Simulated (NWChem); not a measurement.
Species: SiOH cation, singlet; SMILES [OH+]=[Si]

All runs: NWChem. Pople sets run with spherical d functions. Low-valent species are run as closed-shell singlets; no triplet was tried in these runs. Structure relaxed at the PBE0/def2-SVP level. B3LYP is NWChem's, with the RPA form of VWN correlation. Core excitations by TDA in a window of 1s orbitals, non-relativistic and unshifted: absolute energies depend strongly on the exact-exchange share.

```
level                         first 1s excitation (eV)  dipole oscillator strength of the first  first state with f > 0.002 (eV)  dipole oscillator strength of that state
----------------------------  ------------------------  ---------------------------------------  -------------------------------  ----------------------------------------
O K edge, B3LYP/6-311G**                         517.8                                   0.0151                            517.8                                    0.0151
O K edge, PBE0/cc-pVTZ                           519.9                                   0.0154                            519.9                                    0.0154
Si K edge, BHandHLYP/cc-pVTZ                       [?]                                      [?]                              [?]                                       [?]
Si K edge, B3LYP/cc-pVTZ                        1797.9                                   0.0080                           1797.9                                    0.0080
```

### Question
What belongs in the gaps?

### Answer

- Si K edge, BHandHLYP/cc-pVTZ, first 1s excitation (eV): 1822.5
- Si K edge, BHandHLYP/cc-pVTZ, dipole oscillator strength of the first: 0.0108
- Si K edge, BHandHLYP/cc-pVTZ, first state with f > 0.002 (eV): 1822.5
- Si K edge, BHandHLYP/cc-pVTZ, dipole oscillator strength of that state: 0.0108
